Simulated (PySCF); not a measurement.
MoOF3, SMILES [O]=[Mo+]([F])([F])[F], charge +1, multiplicity 1.

The structure is a stationary point at r2SCAN-D4/def2-SVP. The spin state was assumed, not searched. The isomer is the one that the SMILES or the coordinates give; other isomers of the formula were not compared. The def2 effective core potentials stand for the cores of Mo; spin–orbit coupling is left out.

Calculation: r2SCAN/def2-TZVPD (PySCF).

Symmetry labels are those of the subgroup Cs that the program uses (full group C3v).

Computed valence orbital energies around the gap with their symmetry:
| orbital | symmetry | energy (eV) |
|---|---|---|
| HOMO−7 | A" | -20.09 |
| HOMO−6 | A' | -19.00 |
| HOMO−5 | A' | -18.53 |
| HOMO−4 | A" | -18.53 |
| HOMO−3 | A" | -18.42 |
| HOMO−2 | A' | -17.61 |
| HOMO−1 | A" | -17.21 |
| HOMO | A' | -17.21 |
| LUMO | A" | -11.62 |
| LUMO+1 | A' | -11.62 |
| LUMO+2 | A" | -9.86 |
| LUMO+3 | A' | -9.86 |
